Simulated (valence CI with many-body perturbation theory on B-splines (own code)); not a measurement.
**Valence orbitals of Tm XXXVIII**

Calculated by configuration interaction combined with many-body perturbation theory (CI+MBPT): four valence electrons over a frozen Dirac-Fock core [Ar] 3d10, radial functions for each j: 11 s, 11 p, 10 d, 8 f, 5 g, 2 h, with the one-electron correlation potential Σ1 (screened to all orders), the two-electron term Σ2, the three-electron term Σ3, Breit, model QED; selected single and double excitations, second order for the rest, scaled by the run's own slope (own B-spline code, finite nucleus).

No measured spectrum was set against this ion. As an estimate, large intervals hold to a few tenths of a per cent, small ones and those within an open d or f shell to about a per cent. Among the levels kept, up to 390 cm⁻¹ of a level comes from second order outside the variational space, and about a tenth of that is noise between levels of different J, which matters for small intervals.

These are the spectroscopic orbitals of the CI (the correlating ones are not listed), shaped by the core and the other valence electrons. h is the expectation value of the core's Dirac-Fock operator, without the valence repulsion; Σ1 is computed up to l = 3 at one energy for each symmetry, that of its lowest orbital but kept below the first core excitation, so for empty shells it is not the orbital's own correlation shift; Breit and QED include the response of the core.

| Orbital | h (hartree) | Σ1 (cm⁻¹) | Breit (cm⁻¹) | QED (cm⁻¹) | ⟨r⟩ (bohr) |
| --- | --- | --- | --- | --- | --- |
| 4s1/2 | -71.527 | -13977 | 10336 | 7796 | 0.4416 |
| 5s1/2 | -42.663 | -5043 | 4588 | 3530 | 0.7443 |
| 6s1/2 | -28.354 | -2437 | 2383 | 1868 | 1.129 |
| 7s1/2 | -20.212 | -1387 | 1413 | 1113 | 1.590 |
| 8s1/2 | -15.136 | -870 | 907 | 717 | 2.131 |
| 9s1/2 | -11.758 | -583 | 617 | 488 | 2.750 |
| 4p1/2 | -68.365 | -14722 | 16163 | 155 | 0.4396 |
| 5p1/2 | -41.128 | -5368 | 7238 | 76.1 | 0.7514 |
| 6p1/2 | -27.504 | -2647 | 3849 | 42.4 | 1.142 |
| 7p1/2 | -19.694 | -1521 | 2306 | 26.0 | 1.611 |
| 8p1/2 | -14.797 | -960 | 1491 | 17.0 | 2.159 |
| 9p1/2 | -11.525 | -647 | 1019 | 11.7 | 2.786 |
| 4p3/2 | -65.775 | -12939 | 9703 | 874 | 0.4584 |
| 5p3/2 | -39.919 | -4925 | 4380 | 403 | 0.7754 |
| 6p3/2 | -26.843 | -2473 | 2528 | 219 | 1.171 |
| 7p3/2 | -19.292 | -1436 | 1521 | 133 | 1.646 |
| 8p3/2 | -14.535 | -913 | 987 | 86.3 | 2.199 |
| 9p3/2 | -11.344 | -618 | 677 | 59.3 | 2.831 |
| 4d3/2 | -60.811 | -14542 | 7110 | -398 | 0.4476 |
| 5d3/2 | -37.558 | -5475 | 3284 | -175 | 0.7786 |
| 6d3/2 | -25.539 | -2771 | 1798 | -93.8 | 1.187 |
| 7d3/2 | -18.497 | -1618 | 1094 | -56.4 | 1.673 |
| 8d3/2 | -14.014 | -1033 | 715 | -36.6 | 2.239 |
| 4d5/2 | -60.255 | -13863 | 4410 | -92.8 | 0.4527 |
| 5d5/2 | -37.291 | -5229 | 1964 | -33.7 | 0.7849 |
| 6d5/2 | -25.389 | -2649 | 1075 | -16.1 | 1.194 |
| 7d5/2 | -18.404 | -1548 | 649 | -8.9 | 1.682 |
| 8d5/2 | -13.953 | -989 | 422 | -5.5 | 2.249 |
| 4f5/2 | -54.956 | -13932 | 2644 | -232 | 0.4173 |
| 5f5/2 | -34.939 | -4524 | 1163 | -111 | 0.7651 |
| 6f5/2 | -24.115 | -2239 | 617 | -62.1 | 1.188 |
| 7f5/2 | -17.632 | -1307 | 369 | -38.3 | 1.688 |
| 4f7/2 | -54.822 | -13441 | 984 | -127 | 0.4192 |
| 5f7/2 | -34.861 | -4366 | 444 | -57.9 | 0.7674 |
| 6f7/2 | -24.069 | -2166 | 242 | -31.6 | 1.190 |
| 7f7/2 | -17.602 | -1267 | 147 | -19.2 | 1.692 |
| 5g7/2 | -33.696 |  | 94.7 | -22.6 | 0.7035 |
| 6g7/2 | -23.41 |  | 79.8 | -15.9 | 1.133 |
| 7g7/2 | -17.194 |  | 57.3 | -10.9 | 1.641 |
| 5g9/2 | -33.666 |  | -17.6 | -0.1 | 0.7045 |
| 6g9/2 | -23.392 |  | -13.9 | -2.7 | 1.134 |
| 7g9/2 | -17.183 |  | -10.4 | -2.6 | 1.643 |
| 6h9/2 | -23.266 |  |  |  | 1.020 |
| 6h11/2 | -23.254 |  |  |  | 1.021 |

Among the shells of the start configuration 4s2 4p2, Σ1 is largest in size for 4p1/2, where it is 0.098 % of h.

Lowest root of each symmetry, sizes in configuration state functions:

```tsv
J	Parity	Roots	Reference	Variational	Second order	Change by selected CI (cm⁻¹)	Change by second order (cm⁻¹)
0	even	12	43	20776	77842	-4815	-1
1	even	18	88	31999	211541	-4178	-23
2	even	27	127	31996	367025	-4779	-88
3	even	19	108	31995	390235	-5497	-117
4	even	13	91	31999	416976	-4780	-142
5	even	4	52	31985	355927	-5026	-30
0	odd	10	43	24756	65452	-5926	-1
1	odd	23	115	31997	274034	-5562	-41
2	odd	30	147	31995	385388	-4419	-96
3	odd	25	140	31994	490168	-4107	-175
4	odd	17	108	31979	454301	-6056	-175
5	odd	7	67	31993	399437	-7812	-116
6	odd	2	32	24400	246985	-9714	-36
```
